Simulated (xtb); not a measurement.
CH3F3O2W, SMILES C[O][W](=[O])([F])([F])[F], multiplicity 1. All values are semi-empirical tight-binding results from xtb (GFN2-xTB unless named), good for trends rather than for accurate numbers. Coordinates come from a GFN2-xTB optimisation. The multiplicity is an assumed one; other spin states were not compared. The values are those of a single conformer.

Optimised geometry:

```xyz
10

W      0.0528     0.1669     0.1002
O      1.7273     0.0755     0.1365
F     -0.6377     1.1669     1.5149
F     -0.4855     1.6525    -0.9182
F     -0.5303    -1.2599     1.2012
O     -0.4807    -0.8483    -1.3105
C      0.0647    -2.1348    -1.5585
H     -0.1467    -2.7854    -0.6877
H     -0.3952    -2.5697    -2.4552
H      1.1531    -2.0386    -1.7105
```
Charge 0, spin multiplicity 1.

For metal compounds this method's bond lengths and energies can be far off.

**Question.** Estimate the properties. (Estimate from the structure and the level; the computed values follow.)

**Answer.** 
```yaml
orbital_gap: 4.89 eV
zero_point_energy: 29.2 kcal/mol
G − E(el) at 298.15 K (modified RRHO): 6.3 kcal/mol
```

Computed atomic charges and the Wiberg bond orders between heavy atoms:
charges (e) W1 1.66, O2 -0.53, F3 -0.37, F4 -0.34, F5 -0.35, O6 -0.41, C7 0.03, H8 0.12, H9 0.10, H10 0.11. Bond orders W1–O2 2.06, W1–F3 0.85, W1–F4 0.88, W1–F5 0.87, W1–O6 1.06, O6–C7 0.95.
